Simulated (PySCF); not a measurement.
Manganese: a sound run and one with changed settings

Sound run: Mn²⁺ [Ar] 3d5, Mn³⁺ [Ar] 3d4. Calculation: PySCF 2.14, in cc-pVDZ-DK (6s5p3d1f, 43 functions); scalar relativity by spin-free X2C-1e. In the sound run the correlated levels freeze [Ar]. The sound run starts from symmetry-adapted Hartree-Fock orbitals and uses a fine grid where one is needed.

Changed run: the non-relativistic Hamiltonian (point nucleus). This setting is unsound on purpose.

```csv
species,method,sound run (hartree),changed run (hartree),converged
Mn²⁺,UHF,-1156.61365,-1145.71513,yes
Mn²⁺,r2SCAN,-1157.66463,-1146.76902,yes
Mn²⁺,PBE0,-1157.48446,-1146.58858,yes
Mn²⁺,MP2,-1156.66770,-1145.76883,yes
Mn³⁺,UHF,-1155.41860,-1144.51325,yes
Mn³⁺,r2SCAN,-1156.41278,-1145.51041,yes
Mn³⁺,PBE0,-1156.23334,-1145.33060,yes
Mn³⁺,MP2,-1155.44407,-1144.53858,yes
```

Ionisation energy of Mn²⁺:

```
 method  sound run (eV)  changed run (eV)
    UHF          32.519            32.705
 r2SCAN          34.064            34.249
   PBE0          34.045            34.231
    MP2          33.297            33.477
SCS-MP2          32.778            32.962
```

Most of the change in total energy is the relativistic energy itself. On top of that the contraction fixes the core shape for the Hamiltonian it was made with, so the changed run is not a good calculation with the other Hamiltonian either.

For comparison, NIST gives 33.668 ± 0.012 eV between the lowest levels.
